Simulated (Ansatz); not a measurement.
Geometry optimisation, RKS PBE0/def2-SVP in Ansatz.

Input file:

```yaml
crystal:
  periodic: [false, false, false]
  atoms:
    - { symbol: Ga, position_ang: [-0.4428, -0.0301, 0.1747] }
    - { symbol: Cl, position_ang: [1.2341, 1.7291, -0.7894] }
    - { symbol: O, position_ang: [-1.7271, -0.4621, -0.8913] }
    - { symbol: O, position_ang: [-0.678, 0.0421, 1.883] }
    - { symbol: H, position_ang: [1.734, 0.0553, -0.6771] }
    - { symbol: F, position_ang: [1.3697, -1.0299, -0.3208] }
    - { symbol: H, position_ang: [-1.5608, -0.521, -1.8329] }
    - { symbol: H, position_ang: [0.0708, 0.2165, 2.4539] }
basis:
  gaussian: { orbitals: def2-SVP }
hamiltonian:
  xc: pbe0
relax:
  f_tol: 0.15
  max_steps: 25
  restrain:
    - { distance: [0, 5], at: 3.09, k: 30.0 }
    - { distance: [4, 1], at: 2.63, k: 30.0 }
    - { distance: [0, 1], at: 2.24, k: 30.0 }
    - { distance: [4, 5], at: 0.88, k: 30.0 }
```

Run as:

```bash
$ ansatz run input.yaml --threads 2 --pin off --max-ram 3072MiB --backend cpu --events-out ev --progress --plain --runs-dir out
```

Q: Where does it end, and by what steps?

A: It converged. The restraints hold the end off the free minimum. After 7 steps the energy has fallen by 0.528 eV (the restraints' own energy left out); H5 moved furthest, 0.69 Å. Parted: Ga1–F6. Joined: H5–F6.

```tsv
step	energy less start (eV)	largest force component (eV/Å)	accepted
0	0.0000	2.627	yes
1	-0.1791	2.947	yes
2	-0.3187	2.584	yes
3	-0.3593	3.516	yes
4	-0.4753	0.754	yes
5	-0.4644	0.960	no
6	-0.5095	0.836	yes
7	-0.5277	0.954	yes
```

```xyz
8
Properties=species:S:1:pos:R:3
Ga -0.658 0.269 0.199
Cl 0.773 1.757 -0.613
O -1.808 -0.505 -0.888
O -0.728 -0.005 1.937
H 2.208 -0.439 -0.751
F 1.924 -1.265 -0.492
H -1.668 -0.277 -1.813
H -0.043 0.465 2.422
```

The run took 28 s on 2 threads of Intel(R) Xeon(R) Platinum 8175M CPU @ 2.50GHz (Skylake/Cascade Lake), on a shared host, peak memory 0.27 GiB.
